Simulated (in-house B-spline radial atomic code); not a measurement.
## RPA and G0W0 on Hartree-Fock: N³⁺

Configuration [He] 2s2, mean-field start Hartree-Fock. Computed with a B-spline radial code for spherical atoms: all electrons, scalar-relativistic (spin-free one-electron X2C), finite nucleus, each spin shell either full or empty, empty states to l = 9 with an (l + 1/2)⁻⁴ tail; G0W0 by contour deformation at full frequency.

Command:
```bash
python run_gw.py task.json out
```
Settings (radii: box in bohr, nucleus in fm):
```
Z                        7
electrons                4
configuration            [He] 2s2
hamiltonian              x2c
method                   hf
lmax                     9
rms_radius               2.5582
spin_polarised           False
box_radius               14.14
intervals                71
ion_configuration        [He] 2s1
```

Cost of the run: 1.3 s on 1 thread of Arm Neoverse V2 (shared host).

Energies (hartree):

| term | value |
| --- | --- |
| mean-field total | -51.11228 |
| Hartree-Fock functional on these orbitals | -51.11228 |
| direct second order | -0.20715 |
| second-order exchange | 0.10091 |
| SOSEX correction | 0.088596 |

Task: What is the RPA correlation energy, and what remains with SOSEX?

Result: RPA gives -0.18177 hartree (-1.24 eV per electron); RPA + SOSEX gives -0.093171, and the second-order doubles (MP2) -0.10624 hartree. SOSEX takes back 49 % of the RPA value.

Quasi-particle levels (eV):

| level | occupied | mean field | Σx - vxc | Σc | QP weight | G0W0 |
| --- | --- | --- | --- | --- | --- | --- |
| 2s | yes | -75.33 | 0.00 | ? | ? | ? |
| 1s | yes | -493.30 | 0.00 | 3.52 | 0.960 | -489.78 |
| 2p | no | -46.61 | 0.00 | -1.37 | 0.977 | -47.98 |

G0W0 = mean field + (Σx - vxc) + Σc, with Σc (partial-wave tail included) taken at the quasi-particle energy.

Task: Where does G0W0 put 2s?

Result: At -77.10 eV, with Σc = -1.76 eV and a quasi-particle weight of 0.970. The tabulated removal energy is 77.474 eV (NIST, measured).

Task: What does it cost to remove one electron (to [He] 2s1) by differences of total energies, each species on its own start (correlation terms add to the Hartree-Fock functional)?

Result: Hartree-Fock functional 75.02 eV, + RPA 76.81 eV, + RPA + SOSEX 76.29 eV, + second order 76.60 eV. Tabulated: 77.474 eV (NIST, measured).
